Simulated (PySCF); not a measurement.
A structure optimised at r2SCAN-D4/def2-SVP, used in a PySCF frequency run:

```
Mo
O 1 1.8527
H 2 0.9695 1 125.60
O 1 1.8527 2 95.74 3 -123.80
H 4 0.9695 1 125.60 2 -123.80
F 1 1.8849 2 91.47 3 71.30
F 1 1.8849 2 163.28 3 -8.67
O 1 1.9073 2 103.38 3 151.77
H 8 0.9709 1 115.03 2 -95.71
O 1 1.9073 2 83.27 3 -20.95
H 10 0.9709 1 115.03 2 169.96
```

**Question.** Write its SMILES, formula and point group.

**Answer.** [OH][Mo]([OH])([OH])([OH])([F])[F], F₂H₄MoO₄, C2

**Question.** What are its rotational constants (standard atomic weights)?

**Answer.** 2.0334, 1.9526, 1.9212 GHz
